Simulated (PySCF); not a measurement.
BClH, SMILES [BH]Cl, multiplicity 2. Atoms are numbered in the order given.

```xyz
3

B     -0.2035    -1.2186     0.0000
Cl     0.0189     0.4763     0.0000
H      0.6955    -2.0035     0.0000
```
Charge 0, spin multiplicity 2.

The structure is a stationary point at PBE0-D3(BJ)/def2-TZVPD. The isomer is the one that the SMILES or the coordinates give; other isomers of the formula were not compared.

These are B3LYP/pcH-1 in PySCF values and carry that method's errors.

Unrestricted Kohn–Sham, ⟨S²⟩ = 0.752. Hyperfine tensors hold the contact and dipolar terms, without spin-orbit corrections.

Computed hyperfine couplings:
```
nucleus     A(iso) (MHz)  A(iso) (G)  dipolar principal values (MHz)
----------  ------------  ----------  ------------------------------
11B no. 1          514.4       183.5              -40.9, -39.4, 80.2
35Cl no. 2          29.1        10.4              -24.5, -20.9, 45.4
1H no. 3           130.9        46.7               -15.9, -4.7, 20.6
```

Q: And the g tensor (effective nuclear charges for spin-orbit coupling, GIAO)? (Estimate from the structure and the level; the computed values follow.)

A: principal values 1.9872, 2.0014, 2.0074; isotropic 1.9987.
